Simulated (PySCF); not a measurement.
Correlation energy of I (iodine, neutral)

[Kr] 4d10 5s1 5p6, 2S determinant (an excited configuration). All numbers are calculated (PySCF 2.14, a scalar-relativistic core potential, in aug-cc-pVDZ-PP with ECP28MDF (5s4p3d, 32 functions)). Frozen: 4s2 4p6 4d10; 7 electrons correlated.

```json
{"level": "CCSD", "correlation energy (mhartree)": "-224.06"}
{"level": "(T)", "correlation energy (mhartree)": "-20.60"}
{"level": "CCSD(T)", "correlation energy (mhartree)": "-244.66"}
{"level": "CCSDT", "correlation energy (mhartree)": "-238.97"}
```

Diagnostics: T1 = 0.025, D1 = 0.0403, largest double amplitude 0.303.

Problem. Is a single reference adequate?

Solution. Not fully. A double-excitation amplitude exceeds 0.15, a sign of near-degeneracy.
